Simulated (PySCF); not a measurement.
Relaxation of singlet SSe3

All numbers come from PBE0 in PySCF with S def2-SVP, Se def2-SVP; no relativity; density-fitted integrals. A (50,194) grid was used.

A hand-made T-shaped start, of C2v symmetry, held to at least that symmetry:

```xyz
4
charge 0 multiplicity 1, angstrom
S     0.0000    0.0000   -0.6324
Se    0.0000    0.0000    1.3776
Se    2.0088    0.0000   -0.5623
Se   -2.0088    0.0000   -0.5623
```

Optimiser trace:
| step | E − E(last) (kJ/mol) | largest gradient (Eh/bohr) |
| --- | --- | --- |
| 0 | 278.11 | 0.14964 |
| 1 | 75.71 | 0.04003 |
| 2 | 42.08 | 0.01392 |
| 3 | 29.99 | 0.00652 |
| 4 | 27.26 | 0.00677 |
| 5 | 25.58 | 0.00743 |
| 6 | 22.80 | 0.00733 |
| 7 | 18.27 | 0.00853 |
| 8 | 11.43 | 0.00740 |
| 9 | 10.25 | 0.01580 |
| 10 | 7.13 | 0.00942 |
| 11 | 5.22 | 0.00706 |
| 12 | 2.12 | 0.01303 |
| 13 | 0.49 | 0.00375 |
| 14 | 0.02 | 0.00060 |
| 15 | 0.00 | 0.00019 |
| 16 | 0.00 | 0.00004 |

It ends at C2v with Se–Se 2.439 Å (×2), S–Se 2.118 Å, S–Se 2.699 Å (×2); Se–Se–Se 144.5°, Se–S–Se 59.4° (×2), Se–S–Se 118.8°, S–Se–Se 48.4° (×2), S–Se–Se 72.3° (×2) (after a last refinement on a finer grid). A frequency run shows 2 imaginary modes, down to 340i cm⁻¹, so it is a higher-order saddle point.

Final geometry:
```xyz
4
charge 0 multiplicity 1, angstrom
S     0.0000    0.0000   -1.4315
Se    0.0000    0.0000    0.6862
Se    2.3230    0.0000   -0.0566
Se   -2.3230    0.0000   -0.0566
```
